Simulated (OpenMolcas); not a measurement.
Nb4+: effect of the metal basis and ligand basis

Nb4+ with 6 ligands (chloride) in octahedral coordination (Oh) at 2.44 Å. A charge of +0.333 e stands 2.8 Å behind each ligand.

```json
{"Program": "OpenMolcas", "Method": "CASSCF", "Spin-orbit coupling": "RASSI with atomic mean-field integrals over the reference wave functions"}
```

Fixed: active space 1 electron in 5 orbitals (4d), DKH2 Hamiltonian.

States (labels of O, the rotations of Oh). Energies in cm-1 above the lowest state or level, χT in cm3 K/mol; under a threefold ground state the first gap can be a small split of the lowest multiplet, not the spin-orbit step; 10Dq is the gap between the two states.

```
Run   Metal basis  Ligand basis  Ground state  First state of that spin   10Dq  First gap with spin-orbit (degeneracies)  χT at 300 K                      Cost
  A  ANO-RCC-VDZP  ANO-RCC-VDZP           2T2                  2E 21924  21924                              913.1 (4, 2)        0.162   roughly 12 core-seconds
  B  ANO-RCC-VTZP  ANO-RCC-VTZP           2T2                  2E 21759  21759                              901.4 (4, 2)        0.164  roughly 2.4 core-minutes
```

Against A, |10Dq| changes by -0.8 % in B.

Costs are those of the RASSCF and RASSI steps.

An orbital triplet at a regular site is open to Jahn-Teller coupling, which can distort the site and quench the lowest spin-orbit gaps and is left out. With metal d orbitals alone the field can be off either way by tens of per cent. Ligand-to-metal charge-transfer states are missing. The least metal-like active orbital is 71 % on the metal (Löwdin) and no ligand orbital is active, so the numbers are rough (holds for A). The least metal-like active orbital is 67 % on the metal (Löwdin) and no ligand orbital is active, so the numbers are rough (holds for B). No measured value stands beside these numbers; the geometry is a model, was not optimised and need not be the one that this ion takes.
